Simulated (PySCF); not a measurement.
Al(F)2(SMe) (CH3AlF2S), SMILES [Al]([F])([S]C)[F]. Atoms are numbered in the order given.

```xyz
8

Al    -0.0384    -0.8094     0.0000
F      0.8473    -2.2065     0.0000
F     -1.6958    -0.9098     0.0000
S      0.9025     1.1269     0.0000
C     -0.6044     2.2072     0.0000
H     -1.5289     1.6166     0.0000
H     -0.5738     2.8400     0.8966
H     -0.5738     2.8400    -0.8966
```
Charge 0, spin multiplicity 1.

The structure is a stationary point at B3LYP-D3(BJ)/def2-SVP. The structure was generated by enumeration; whether it is a known compound was not checked. The values are those of a single conformer.

The numbers are results of PBE0/pcSseg-1 (PySCF), not measurements.

GIAO shieldings, no solvent; atoms listed in one row are averaged. δ = σ(ref) − σ: ¹⁹F against CFCl3 (σ = 167.2 ppm); ³³S against H2S (σ = 716.7 ppm); ¹³C against TMS (σ = 186.3 ppm); ¹H against TMS (σ = 31.56 ppm), references at their B3LYP-D3(BJ)/def2-TZVP geometries, non-relativistic.

```tsv
nucleus	atoms	count	δ (ppm)
¹⁹F	F2	1	-177.0
¹⁹F	F3	1	-188.0
³³S	S4	1	-20.1
¹³C	C5	1	13.9
¹H	H6, H7, H8	3	2.51
```
